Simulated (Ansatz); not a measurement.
C₂H₆AlNOS (`[SH][Al]1[CH2]NC[O]1`). The species carries charge 0 and has multiplicity 1.

| atom | x (Å) | y (Å) | z (Å) |
| --- | --- | --- | --- |
| S1 | -0.165 | 3.308 | 0.640 |
| Al2 | -0.003 | 1.192 | 0.166 |
| C3 | 0.153 | -0.018 | -1.374 |
| N4 | -0.226 | -1.274 | -0.689 |
| C5 | 0.182 | -1.283 | 0.701 |
| O6 | -0.018 | -0.038 | 1.360 |
| H7 | -0.228 | 3.047 | 1.959 |
| H8 | 1.169 | -0.105 | -1.775 |
| H9 | -0.502 | 0.153 | -2.229 |
| H10 | -1.232 | -1.385 | -0.735 |
| H11 | -0.381 | -2.062 | 1.222 |
| H12 | 1.249 | -1.535 | 0.753 |

Task: What are the harmonic wavenumbers in cm⁻¹ at PBE0-D4/def2-TZVP (Ansatz, finite differences of forces, unscaled)? (An estimate is asked.)

Result: Ansatz gave: 90, 125, 217, 241, 263, 293, 501, 593, 615, 649, 724, 766, 805, 931, 1007, 1052, 1126, 1186, 1218, 1309, 1393, 1444, 1479, 1515, 2701, 3018, 3044, 3091, 3133, 3547.

Task: Is this a minimum?

Result: Yes, all 30 modes are real.

Task: Give the ideal-gas thermochemistry at 298.15 K and 1 bar (rigid rotor, harmonic oscillator; point group C1, symmetry number 1).

Result: Zero-point energy 227.7 kJ/mol; H(298) − E = 249.5 kJ/mol; entropy 355.4 J/(mol·K), of which translation 168.5, rotation 117.0, vibration 69.9; G(298) − E = 143.6 kJ/mol. Modes under 100 cm⁻¹ are hindered rotations or soft bends, so the harmonic entropy is rough.

Task: Rotational constants (cm⁻¹)?

Result: 0.2022, 0.04448, 0.03752.
